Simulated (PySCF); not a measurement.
This PySCF input asks for the NMR shieldings of `InChI=1S/C8H12BN/c1-4-8-5-6-9(2)10(3)7-8/h4-7H,1H2,2-3H3`; the geometry comes from GFN2-xTB.

```python
import basis_set_exchange as bse
import numpy as np
from pyscf import gto, dft
from pyscf.prop import nmr

atoms = """
C     3.499938   -0.553410    1.635785
C     2.374905   -1.070973    1.155387
C     1.255787   -0.346262    0.571651
C     0.144428   -1.056468    0.191225
N    -0.956964   -0.496385   -0.347854
C    -2.049752   -1.376364   -0.702266
B    -1.039282    0.912609   -0.572207
C    -2.349596    1.539927   -1.215678
C     0.188568    1.698267   -0.160130
C     1.261786    1.061054    0.380157
H     3.701871    0.503572    1.639665
H     4.269537   -1.179582    2.053321
H     2.242453   -2.146675    1.192150
H     0.127787   -2.132479    0.327363
H    -1.864416   -2.392153   -0.352078
H    -2.978155   -1.017144   -0.257551
H    -2.181942   -1.399466   -1.786052
H    -3.237821    1.328959   -0.620496
H    -2.280148    2.620259   -1.311935
H    -2.542556    1.140147   -2.210941
H     0.256509    2.772354   -0.282513
H     2.146653    1.609601    0.672147
"""
names = dict.fromkeys(["C", "N", "B", "H"], "pcSseg-1")
basis = {el: gto.basis.parse(bse.get_basis(n, elements=[el], fmt="nwchem")) for el, n in names.items()}
mol = gto.M(atom=atoms, basis=basis, charge=0, verbose=0)
mf = dft.RKS(mol, xc="PBE0")
mf.grids.level = 2
mf.grids.alignment = dft.numint.BLKSIZE   # the property module wants whole blocks of grid points
mf.conv_tol = 1e-9
mf.kernel()

calc = nmr.RKS(mf)   # GIAO
C = mf.mo_coeff
Co = C[:, mf.mo_occ > 0]
resp = mf.gen_response(singlet=True, hermi=2)
def vind(x):   # induced exchange potential for any number of trial vectors
    d = np.einsum("pi,xij,qj->xpq", C, 2 * x.reshape(-1, C.shape[1], Co.shape[1]), Co, optimize=True)
    return np.einsum("xpq,pi,qj->xij", resp(d - d.transpose(0, 2, 1)), C, Co, optimize=True).ravel()
mo1, _ = nmr.rhf.solve_mo1(calc, with_cphf=vind)
sigma = calc.kernel(mo1)
for i, s in enumerate(sigma):   # ppm
    w = np.linalg.eigvalsh((s + s.T) / 2)
    print("%2d %-2s iso %8.1f  s11 %8.1f  s22 %8.1f  s33 %8.1f" % (i, mol.atom_pure_symbol(i), w.mean(), *w))
```

**Question.** What does it print?

**Answer.** 
```
 0 C  iso     74.8  s11    -33.0  s22     83.9  s33    173.4
 1 C  iso     44.6  s11    -70.4  s22     58.3  s33    145.9
 2 C  iso     60.1  s11    -25.0  s22     37.5  s33    167.7
 3 C  iso     39.4  s11    -40.8  s22     49.1  s33    109.9
 4 N  iso     85.7  s11    -69.8  s22     96.4  s33    230.6
 5 C  iso    141.9  s11    110.8  s22    132.9  s33    181.8
 6 B  iso     66.1  s11     24.4  s22     54.5  s33    119.5
 7 C  iso    183.8  s11    178.5  s22    183.5  s33    189.3
 8 C  iso     49.3  s11    -73.1  s22     42.9  s33    178.0
 9 C  iso     41.8  s11    -77.9  s22     25.4  s33    177.8
10 H  iso     25.8  s11     23.3  s22     24.0  s33     30.1
11 H  iso     26.4  s11     24.3  s22     24.9  s33     30.0
12 H  iso     25.2  s11     22.6  s22     23.5  s33     29.4
13 H  iso     24.7  s11     20.6  s22     23.6  s33     29.9
14 H  iso     28.6  s11     23.9  s22     28.2  s33     33.5
15 H  iso     27.9  s11     22.8  s22     27.8  s33     33.0
16 H  iso     27.9  s11     23.4  s22     26.6  s33     33.7
17 H  iso     31.1  s11     26.4  s22     30.1  s33     36.9
18 H  iso     30.8  s11     25.7  s22     29.1  s33     37.5
19 H  iso     31.1  s11     26.5  s22     30.0  s33     37.0
20 H  iso     24.5  s11     22.2  s22     22.3  s33     28.9
21 H  iso     23.3  s11     19.4  s22     22.1  s33     28.4
```

These numbers come from an equivalent density-fitted implementation of the same equations, which agrees with the script to about 0.01 ppm for H and up to a few tenths of a ppm for heavy atoms, so last digits may differ.

Size and cost of the density-fitted run: 230 basis functions, 56 s wall time on 1 thread of an Arm Neoverse V1, shared host; peak memory 1 GiB.
